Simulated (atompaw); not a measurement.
## Ranking PAW (atompaw) potentials for terbium

All share these settings but for the change named:

atompaw 4.2.0.5 input, output lines left out:

```
Tb 65
GGA-PBESOL scalarrelativistic loggrid 2001 logderivrange -6 5 276
6 6 5 4 0 0
6 0 1.5
6 1 0
5 2 1
4 3 8
0 0 0
c
c
c
c
v
v
c
c
c
v
v
c
c
v
c
2
2.80 2.45 2.35 2.80
n
n
y
0.7
n
custom polynom vanderbiltortho sinc
3 1 ultrasoft
2.45
2.80
2.65
2.80
2.80
2.80
```

Cutoff: the first of the cutoffs (Ry, on a coarse ladder) from which the occupation-weighted sum of valence levels, in a spherical-Bessel basis at the reference potential, stays within 10 and 1 mRy of its value at 400 Ry; the density cutoff is not measured.

The base gives 12 Ry.

Of 8 variants that were run, those that failed, showed a ghost or another fault, or gave nearly equal values are left out.

A variant can come out equal or close to the base.

(1) Rank these variants from softest to hardest (loose cutoff).
A. core [Kr] 4d10, valence charge 19; reference 4f8.5 5s2 5p6 5d0.5 6s2 6p0; waves now 5s (bound): rc 2.00 bohr; 6s (bound): rc 3.00 bohr; 5p (bound): rc 2.45 bohr; 6p (bound): rc 2.65 bohr; 5d (bound): rc 3.00 bohr; 5d channel at 2.6 Ry: rc 3.00 bohr; 4f (bound): rc 0.90 bohr; 4f channel at 0.2 Ry: rc 0.90 bohr; local potential ultrasoft scheme with l = 4 at 1 Ry, radius 2.95 bohr; core correction smooth core density matched at 2.40 bohr; augmentation sinc compensation charge, radius 2.75 bohr; PAW radius 3.00 bohr; waves and projectors: custom polynom vanderbiltortho
B. all radii scaled by about 1.12 (s 2.76, p 2.98, d 3.14 bohr); local potential ultrasoft scheme with l = 3 at 1 Ry, radius 2.64 bohr; augmentation sinc compensation charge, radius 2.76 bohr; PAW radius 3.14 bohr; waves and projectors: custom polynom vanderbiltortho; core correction smooth core density matched at 3.14 bohr
C. wave 5d (bound): rc 2.80 bohr becomes 5d (bound): rc 1.74 bohr
D. wave 5d channel at 0.7 Ry: rc 2.80 bohr becomes 5d channel at 2.01 Ry: rc 2.80 bohr
E. reference 5s2 5p6 5d0 6s0 6p0

Answers

(1) B (10 Ry), D (12 Ry), E (15 Ry), C (18 Ry), A (260 Ry).
